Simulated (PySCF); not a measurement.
Be(Me) (CH3Be), SMILES [Be+][CH3], charge +1. The structure is a stationary point at B3LYP-D3(BJ)/def2-TZVPD. The spin state was assumed, not searched. The isomer is the one that the SMILES or the coordinates give; other isomers of the formula were not compared.

Question: Give the equilibrium geometry at B3LYP-D3(BJ)/def2-TZVPD (PySCF confirms it by a frequency run) as Cartesian coordinates in Å, and its point group. (An estimate is asked for; the answer gives what the named calculation found.)

Answer: point group C3v.
```xyz
5

Be     0.0000     0.0000    -1.2282
C      0.0000     0.0000     0.4255
H      0.8944     0.5164     0.7866
H      0.0000    -1.0328     0.7866
H     -0.8944     0.5164     0.7866
```
Charge +1, spin multiplicity 1.
